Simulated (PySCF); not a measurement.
Species: C2H13GeNSi2.
Atom-mapped SMILES: `[CH3:1][CH2:2][SiH2:3][N:4]([SiH3:5])[GeH3:6]` (hydrogens: H7, H8, H9 on C1; H10, H11 on C2; H12, H13 on Si3; H14, H15, H16 on Si5; H17, H18, H19 on Ge6)

A GFN2-xTB structure was refined with PBE0-D3(BJ)/def2-SVP geometry optimisation, gas phase (PySCF). Its GFN2-xTB values:

```csv
coordinate,GFN2-xTB
C1–C2,1.521 Å
C1–H7,1.089 Å
C2–Si3,1.890 Å
C2–H10,1.090 Å
Si3–N4,1.739 Å
Si3–H12,1.476 Å
N4–Si5,1.741 Å
N4–Ge6,1.827 Å
Si5–H14,1.464 Å
Ge6–H17,1.498 Å
C1–C2–Si3,111.2°
C2–Si3–N4,110.5°
Si3–N4–Si5,123.8°
Si3–N4–Ge6,113.1°
Si5–N4–Ge6,121.5°
C1–C2–Si3–N4,-178°
C2–Si3–N4–Si5,-21°
```

Task: How do these coordinates change at the PBE0-D3(BJ)/def2-SVP level?

Result: 
```
   coordinate  PBE0-D3(BJ)/def2-SVP (Å or °)  change
      Ge6–H17                          1.540  +0.042
      Si5–H14                          1.497  +0.033
       N4–Ge6                          1.858  +0.031
      Si3–H12                          1.502  +0.026
       Si3–N4                          1.758  +0.019
       C2–H10                          1.104  +0.014
        C1–H7                          1.101  +0.012
       C2–Si3                          1.881  -0.009
        C1–C2                          1.527  +0.006
       N4–Si5                          1.747  +0.006
   Si3–N4–Ge6                          117.7    +4.6
   Si3–N4–Si5                          121.4    -2.4
    C1–C2–Si3                          113.0    +1.8
   Si5–N4–Ge6                          120.6    -0.9
    C2–Si3–N4                          111.1    +0.6
 C1–C2–Si3–N4                            178      -4
C2–Si3–N4–Si5                            -20      +1
```

The energy falls by 16.8 kJ/mol over 9 energy and gradient evaluations, the largest force component goes from 0.0179 to 4.0e-04 Eh/bohr, and the atoms move by 0.146 Å rms after alignment. The bond that changes most is Ge6–H17 (ends: germanium bonded to N and 3 H; Ge–H hydrogen), which lengthens by 0.042 Å. Bonds longer at the end by more than 0.005 Å: 17 of 18; shorter: 1. Among the dihedrals that turn most is Ge6–N4–Si5–H16, from -15° to -2°. Rotational constants go from 2393, 757.2, 592.8 to 2450, 721.6, 575.2 MHz.

The run used 175 basis functions and 57 SCF cycles in all. Rough CPU time on one thread of a shared machine: about 6 min.

PBE0-D3(BJ)/def2-SVP frequencies: not computed here. The numbers are those of one conformer.
